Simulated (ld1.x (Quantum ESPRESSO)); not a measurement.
**What one change does to a pseudopotential (Ti (Z = 22), TM)**

| Quantity | Value |
| --- | --- |
| Element | titanium (Ti) |
| Generator | ld1.x (Quantum ESPRESSO) 7.5 |
| Type | norm-conserving Troullier–Martins (Kleinman–Bylander form) |
| Functional | PBE |
| Relativity | scalar-relativistic |
| Frozen core | [Ar] |
| Valence charge | 4 |
| Reference configuration | 3d2 4s1 4p0 (charge +1) |
| Partial waves | 4p (bound, empty): rc 2.75 bohr; 3d (bound): rc 2.45 bohr; 4s (bound): rc 2.20 bohr |
| Local potential | the s channel |
| Core correction | a·sin(br)/r model core inside 1.35 bohr |

All-electron outer shells of the reference configuration (PBE, scalar-relativistic, ld1.x):

```tsv
shell	level (eV)	outermost node (bohr)	outermost maximum (bohr)
3p	-46.15	0.37	0.90
3d	-11.37	–	0.98
4s	-10.35	1.24	2.74
4p	-6.61	1.37	3.35
```

Change: functional LDA (PZ).

Cutoffs: the cutoffs (Ry, on a coarse ladder) from which the occupation-weighted sum of valence levels, in a spherical-Bessel basis at the reference potential, stays within 10 and 1 mRy of its value at 400 Ry; they do not see the model core or the augmentation charge, which bear on the density cutoff. Errors are all-electron minus pseudo energies relative to the spin-unpolarised reference configuration.

Task: What does the change do?

Result: The potential gets neither clearly harder nor softer (40 Ry and 50 Ry → 40 Ry and 50 Ry); the number of tests with a reliable result goes from 7 to 9; of the 7 tests that both files solve, the error grows in 0 and shrinks in 2 by more than 15 % and 0.3 meV (median size 115.3 → 112.9 meV); neither file shows a bound ghost.

| quantity | base | changed |
| --- | --- | --- |
| cutoff, loose | 40 Ry | 40 Ry |
| cutoff, tight | 50 Ry | 50 Ry |
| bound ghosts | none | none |
| error for 3d2 4s2 4p0, meV [ΔE -7.35 → -7.54 eV] | -0.3 | +0.4 |
| error for 3d2 4s0 4p0, meV [ΔE 13.57 → 13.80 eV] | -15 | -15 |
| error for 3d1 4s0 4p0, meV [ΔE 40.52 → 40.99 eV] | -345 | -359 |
| error for 3d1 4s2 4p1, meV [ΔE -2.67 → -2.72 eV] | -188 | -154 |
| error for 3d1 4s2 4p0, meV [ΔE 2.40 → 2.44 eV] | -115 | -90 |
| error for 3d3 4s1 4p0, meV [ΔE -6.24 → -6.48 eV] | -111 | -113 |
| error for 3d3 4s0 4p0, meV [ΔE 0.05 → 0.02 eV] | -162 | -155 |
| s: phases at 3.01 bohr within 0.05 rad from the reference energy up to (Ry; the scan ends near 5) | 0.9 | 0.9 |
| p: phases at 3.01 bohr within 0.05 rad from the reference energy up to (Ry; the scan ends near 5) | 3.3 | 3.2 |
| d: phases at 3.01 bohr within 0.05 rad from the reference energy up to (Ry; the scan ends near 5) | -0.1 | -0.1 |
